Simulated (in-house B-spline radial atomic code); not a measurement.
What moves the levels of neutral germanium ([Ar] 3d10 4s2 4p2)? Computed with a B-spline radial code for spherical atoms: Dirac-Hartree-Fock, average of the jj configuration, Fermi nucleus of rms radius 4.0414 fm.

Baseline run (computed): total energy -2097.4662 hartree, 1s1/2 at -411.0669 hartree, 4p1/2 at -7.0637 eV with <r> = 2.898 bohr.

Changing the nucleus:

```tsv
nucleus	ΔE (eV)
Fermi nucleus of rms radius 4.0576 fm, A = 72	0.00267
Fermi nucleus of rms radius 4.0632 fm, A = 73	0.0036
Fermi nucleus of rms radius 4.0742 fm, A = 74	0.00542
Fermi nucleus of rms radius 4.0811 fm, A = 76	0.00656
```

A larger nucleus binds the electrons less, roughly as the density at the nucleus times the change of the nuclear <r²>. The reference is A = 70.
